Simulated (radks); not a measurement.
Dynamic dipole polarisability and lines of the nickel ion Ni24+, [He] 2s2. Method: non-relativistic Kohn-Sham, LB94 model potential, spin-unpolarised, spherical densities, point nucleus; computed with a radial shooting solver on a logarithmic mesh with Libxc functionals. Time-dependent linear response with the Hartree and adiabatic LDA kernel, continuum included through the Sternheimer equations. Lines are the poles of the dipole polarisability below minus the highest occupied eigenvalue, found on a grid refined at the orbital gaps; the lowest seven at most are given, and weak or close lines can be missed. The first line takes the name of the lowest orbital gap if no other gap lies below it; otherwise a line is named after a gap within 0.6 % of it, if that gap stands alone.

photon energy (eV),alpha (bohr^3)
0,0.01442
37.064,0.01917
185.32,-0.002109
333.58,-0.0001989
481.84,0.0002153
630.09,0.0004129
778.35,0.0005770
926.61,0.0007950
1074.9,0.001247
1223.1,0.003549
1371.4,-0.002403
1519.6,-0.0005349
1667.9,0.0004864
1816.2,-0.0004337
1964.4,-0.0003862
2112.7,-0.0001023

Lines (eV, oscillator strength): 73.512 (16.87 nm, 2s-2p), f = 0.102; 1290.2 (0.9610 nm, 2s-3p), f = 0.769; 1718.3 (0.7216 nm, 2s-4p), f = 0.188; 1913.6 (0.6479 nm, 2s-5p), f = 0.0776; 2019.2 (0.6140 nm, 2s-6p), f = 0.0404; 2082.7 (0.5953 nm, 2s-7p), f = 0.0239; 2123.9 (0.5838 nm, unassigned), f = 0.0154. Higher lines, where found, are left out when the end of the mesh affects them. Those listed give 100 % of the static polarisability (sum of f/w^2). Orbital energy gaps for comparison: 2s-2p 52.693 eV; 2s-3p 1292.2 eV; 2s-4p 1718.9 eV; 2s-5p 1913.9 eV; 2s-6p 2019.3 eV.
